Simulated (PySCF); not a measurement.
Species: [SnH3]- (charge -1).
Hydrogens: H2, H3, H4 on Sn1.

Computed by this run: PySCF 2.14.0, PBE0-D3(BJ)/def2-SVP geometry optimisation, gas phase, def2 core potentials past Kr; density fitting, grid level 1; the optimiser is geomeTRIC in internal coordinates, started from a GFN2-xTB structure.

Step 0: E = -5879.9523 eV
```
atom  x, y, z in Å  |  force x, y, z in eV/Å
Sn1    -0.0064    0.0057    0.7917    0.012  -0.010  -1.344
H2      1.6378   -0.0336   -0.2516   -0.856   0.019   0.442
H3     -0.7869    1.4325   -0.2804    0.406  -0.747   0.456
H4     -0.8445   -1.4046   -0.2596    0.439   0.738   0.445
```

**Question.** Estimate the geometry and energy of step 1. (The exact step hangs on the optimiser's Hessian estimate; all steps are aligned on step 0, rigid shifts and turns removed.)

**Answer.** E = -5880.1746 eV, largest force 0.324 eV/Å
```
atom  x, y, z in Å  |  force x, y, z in eV/Å
Sn1    -0.0059    0.0056    0.7649    0.002  -0.003  -0.324
H2      1.5217   -0.0317   -0.2435   -0.177   0.004   0.107
H3     -0.7314    1.3300   -0.2703    0.083  -0.156   0.110
H4     -0.7843   -1.3040   -0.2511    0.092   0.155   0.108
```

The energy changes by -0.2222 eV. The first-order estimate −F·Δx gives -0.3472 eV and the mean of the old and new forces, exact on a quadratic surface, -0.2105 eV. The step makes an angle of 38° with the force vector and moves no atom by more than 0.118 Å.

What follows is the cost of the whole optimisation. Hardware: Arm Neoverse V2, one thread, no GPU, shared host. Cost: 2.9 s of wall time.
